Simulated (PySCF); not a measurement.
Ionisation energy of Os⁴⁸⁺ by level of theory

Os⁴⁸⁺ [Ar] 3d10 (1S) → Os⁴⁹⁺ [Ar] 3d9 (2D), as a difference of total energies. Computed with PySCF 2.14 in an even-tempered Gaussian basis (17 s from 11 bohr⁻², ratio 2.5; 13 p from 14 bohr⁻², ratio 2.5; 8 d from 14 bohr⁻², ratio 2.5; 4 f from 60 bohr⁻², ratio 2.7; 3 g from 90 bohr⁻², ratio 2.7), with the spin-free X2C one-electron Hamiltonian (Gaussian nucleus). Correlated levels: outer shells: [Ne] frozen; virtual orbitals above 40 to 60 times the deepest correlated orbital energy dropped. The calculations carry no spin-orbit coupling.

```tsv
method	ionisation energy (eV)
UHF	4407.2
LDA	4404.3
PBE	4403.5
PBE0	4405.0
r2SCAN	4405.6
BHandHLYP	4406.1
TPSSh	4403.1
MP2 (outer shells)	4408.9
SCS-MP2 (outer shells)	4408.6
```

A first-order spin-orbit estimate (lowest level to lowest level, LS coupling) adds -30.262 eV.

Breit and QED terms and the two-electron picture change are absent.

For comparison: 4374 ± 4 eV (theoretical estimate listed by NIST; NIST Atomic Spectra Database, ionization energies).
